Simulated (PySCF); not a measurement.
Isomers of C5H13NSi. Method used: TDDFT PBE0/def2-SVPD, vertical, gas phase, core orbitals frozen in the response (PySCF). Geometries: GFN2-xTB; one conformer of each isolated species. Triplets are in the Tamm–Dancoff approximation.

A. `[SiH2](C(/C=N/[H])(C)C)C`
B. `C=CN([SiH3])C(C)C`
C. `CCN1CCC[SiH2]1`
D. `C(C[C@H]1[Si@H](N)C1)C`

Lowest singlet levels (six at most, fewer where fewer were computed) with oscillator strengths:

1. 5.41 eV (f 0.005); 5.66 eV (f 0.016); 6.28 eV (f 0.026); 6.51 eV (f 0.006); 6.55 eV (f 0.001); 6.88 eV (f 0.008); T1 5.20 eV
2. 5.22 eV (f 0.000); 5.64 eV (f 0.008); 5.83 eV (f 0.003); 5.89 eV (f 0.215); 6.03 eV (f 0.005); 6.35 eV (f 0.038); T1 4.01 eV
3. 5.29 eV (f 0.001); 6.23 eV (f 0.001); 7.03 eV (f 0.012); 7.29 eV (f 0.001); 7.50 eV (f 0.004); 7.52 eV (f 0.024); T1 4.49 eV
4. 5.40 eV (f 0.023); 5.91 eV (f 0.028); 6.02 eV (f 0.065); 6.36 eV (f 0.017); 6.84 eV (f 0.011); 6.92 eV (f 0.050); T1 4.86 eV

Question: Match each spectrum to its molecule.

Answer: 1 = C, 2 = B, 3 = A, 4 = D.
- A: S1 at 5.29 eV, HOMO→LUMO (95%); Löwdin shares by element: HOMO nitrogen 46%, carbon 23% or more, hydrogen 7% or more (atoms not listed hold the other 25%); LUMO carbon 37% or more, nitrogen 35%, hydrogen 6% or more (atoms not listed hold the other 21%); HOMO -7.51 and LUMO -0.27 eV.
- B: S1 at 5.22 eV, HOMO→LUMO (93%); Löwdin shares by element: HOMO carbon 46% or more, nitrogen 32% (atoms not listed hold the other 23%); LUMO silicon 27%, carbon 16% or more, hydrogen 7% or more (atoms not listed hold the other 50%); HOMO -5.87 and LUMO 0.47 eV.
- C: S1 at 5.41 eV, HOMO→LUMO (97%); Löwdin shares by element: HOMO nitrogen 52%, carbon 15% or more, silicon 8% (atoms not listed hold the other 24%); LUMO silicon 29%, hydrogen 21% or more, carbon 9% or more (atoms not listed hold the other 42%); HOMO -6.12 and LUMO 0.57 eV.
- D: S1 at 5.40 eV, HOMO→LUMO (94%); Löwdin shares by element: HOMO carbon 43% or more, silicon 22%, nitrogen 14% (atoms not listed hold the other 21%); LUMO silicon 32%, hydrogen 26% or more, nitrogen 15% (atoms not listed hold the other 26%); HOMO -6.15 and LUMO 0.42 eV.
A and B have S1 within 0.07 eV of each other; their strongest listed levels stand at 7.52 eV (f 0.024) and 5.89 eV (f 0.215).
A and C have S1 within 0.13 eV of each other; their strongest listed levels stand at 7.52 eV (f 0.024) and 6.28 eV (f 0.026).
A and D have S1 within 0.12 eV of each other; their strongest listed levels stand at 7.52 eV (f 0.024) and 6.02 eV (f 0.065).
C and D have S1 within 0.01 eV of each other; their strongest listed levels stand at 6.28 eV (f 0.026) and 6.02 eV (f 0.065).
